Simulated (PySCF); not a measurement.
Species: C₄H₈BNSi.
Numbering: `[SiH3:1][C:2]1=[CH:3][NH:4][BH:5][CH:6]=[CH:7]1` (hydrogens: H8, H9, H10 on Si1; H11 on C3; H12 on N4; H13 on B5; H14 on C6; H15 on C7)

Computed by this run: BHandHLYP/def2-SVP geometry optimisation, gas phase (PySCF); density fitting, grid level 1; the optimiser is geomeTRIC in internal coordinates, started from a GFN2-xTB structure.

Geometry at step 3:
```
atom  x, y, z in Å
Si1     2.5091   -0.1355    0.5324
C2      0.6664   -0.1421    0.2374
C3     -0.0017    1.0278    0.0104
N4     -1.3387    1.0652   -0.1929
B5     -2.1698   -0.0957   -0.1865
C6     -1.4454   -1.4010    0.0639
C7     -0.0958   -1.3561    0.2564
H8      3.1502   -1.2831   -0.1512
H9      3.0776    1.1327    0.0170
H10     2.8263   -0.2336    1.9788
H11     0.5197    1.9793   -0.0262
H12    -1.7316    1.9775   -0.3566
H13    -3.3398    0.0509   -0.3877
H14    -1.9411   -2.3674    0.0897
H15     0.4496   -2.2810    0.4353
```

Task: What forces act on the atoms?

Result: 
```csv
atom,Fx (eV/Å),Fy (eV/Å),Fz (eV/Å)
Si1,-0.041,0.013,0.050
C2,-0.059,0.009,-0.031
C3,0.030,-0.050,-0.051
N4,0.019,0.033,0.029
B5,-0.058,-0.021,-0.045
C6,0.041,0.144,-0.018
C7,0.032,-0.091,0.057
H8,0.009,-0.003,-0.016
H9,0.016,0.015,0.003
H10,0.042,-0.019,0.006
H11,-0.015,0.026,0.001
H12,-0.001,-0.056,0.003
H13,-0.055,0.011,0.009
H14,0.019,0.024,0.010
H15,0.021,-0.036,-0.007
```

The largest, 0.15 eV/Å, acts on C6; the rms over all components is 0.040 eV/Å. The forces sum to zero within rounding, as they must for an isolated molecule in no field.

Task: Give the force on C6 in Eh/bohr and in nN.

Result: 0.151 eV/Å ÷ 51.422 = 0.00294 Eh/bohr, and 0.151 eV/Å × 1.602 = 0.24 nN.

Task: How far is this geometry from the end of the optimisation?

Result: 0.011 eV above it, and 0.194 Å rms away after alignment. The bonds farthest from their final lengths, with half the difference of the two atoms' forces along the bond (positive lengthens):

| bond | now (Å) | final (Å) | force along bond (eV/Å) |
| --- | --- | --- | --- |
| Si1–H8 | 1.482 | 1.484 | +0.03 |
| B5–H13 | 1.196 | 1.198 | 0.00 |

The angle farthest from its final value is C2–Si1–H8, 110.6° against 111.5°.

The cost below is that of the whole optimisation. On an Arm Neoverse V1 with one thread (shared host), this took 85 s of wall time and 0.65 GiB of memory at its peak.
